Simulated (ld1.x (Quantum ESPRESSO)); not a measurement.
## Transferability test, TM potential for Sm (Z = 62)

ld1.x (Quantum ESPRESSO) 7.5 input, shortened:

```
&input
   title='Sm', zed=62., rel=1, dft='PBE', iswitch=3,
   config='[Xe] 4f6 5d0 6s0 6p0'
 /
 &inputp
   pseudotype=2, tm=.true., lloc=0,
   nlcc=.true.
 /
3
5P  2  1   6.00   0.00  2.45  2.45  0.0
5D  3  2   0.00   0.00  2.60  2.60  0.0
5S  1  0   2.00   0.00  2.25  2.25  0.0
 &test
   configts(1)='5s2 5p6 5d0 6s0 6p0'
 /
```

Energies are relative to the spin-unpolarised reference configuration 5s2 5p6 5d0 6s0 6p0; without spin polarisation the order of configurations can differ from experiment.

Question: Give the all-electron excitation energy and the error of the potential for: 5s2 5p6 5d0 6s2 6p0; 5s2 5p6 5d0 6s1 6p0; 5s2 5p6 5d0 6s1.5 6p0; 5s2 5p6 5d1 6s0 6p0; 5s2 5p6 5d1 6s1 6p0; 5s2 5p6 5d0 6s0 6p2; 5s2 5p6 5d0 6s0 6p1.

Answer:

```json
{"valence configuration": "5s2 5p6 5d0 6s2 6p0", "charge": "0", "ΔE all-electron (eV)": "-17.036", "error AE − PS (meV)": "+1490"}
{"valence configuration": "5s2 5p6 5d0 6s1 6p0", "charge": "+1", "ΔE all-electron (eV)": "-11.089", "error AE − PS (meV)": "+1113"}
{"valence configuration": "5s2 5p6 5d0 6s1.5 6p0", "charge": "+0.5", "ΔE all-electron (eV)": "-14.668", "error AE − PS (meV)": "+1367"}
{"valence configuration": "5s2 5p6 5d1 6s0 6p0", "charge": "+1", "ΔE all-electron (eV)": "-9.683", "error AE − PS (meV)": "-78"}
{"valence configuration": "5s2 5p6 5d1 6s1 6p0", "charge": "0", "ΔE all-electron (eV)": "-15.028", "error AE − PS (meV)": "+606"}
{"valence configuration": "5s2 5p6 5d0 6s0 6p2", "charge": "0", "ΔE all-electron (eV)": "-12.028", "error AE − PS (meV)": "-43"}
{"valence configuration": "5s2 5p6 5d0 6s0 6p1", "charge": "+1", "ΔE all-electron (eV)": "-7.959", "error AE − PS (meV)": "-28"}
```

Levels in the configuration 5s2 5p6 5d0 6s0 6p1:

```json
{"level": "5s", "all-electron (eV)": "-50.675", "pseudo (eV)": "-50.568"}
{"level": "5p", "all-electron (eV)": "-30.593", "pseudo (eV)": "-30.512"}
{"level": "6p", "all-electron (eV)": "-5.966", "pseudo (eV)": "-5.942"}
```
